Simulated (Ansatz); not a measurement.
BrFH$_{2}$Sn, SMILES `[F][SnH2][Br]`. Total charge 0; spin multiplicity 1. Correlated methods include outer-core shells of Br, Sn, which these sets cover unevenly. Scalar relativity is left out up to krypton. Sn takes the def2 core potential.

```xyz
5

F    -0.655   -1.034    1.393
Sn    0.043    0.178    0.086
Br    0.058   -1.087   -2.022
H    -1.083    1.441   -0.019
H     1.637    0.502    0.563
```

Task: Give the diagnostics of a CCSD(T)/def2-TZVPP run (frozen core, Ansatz 0.2.0). (An estimate is asked.)

Result: Ansatz gave: T1 = 0.0115, largest single amplitude 0.025, largest double 0.043, (T) share of the correlation energy 2.9 %, 9 CCSD cycles. The RHF solution is stable towards an unrestricted one. T1 lies under the customary mark of 0.02 for closed shells.
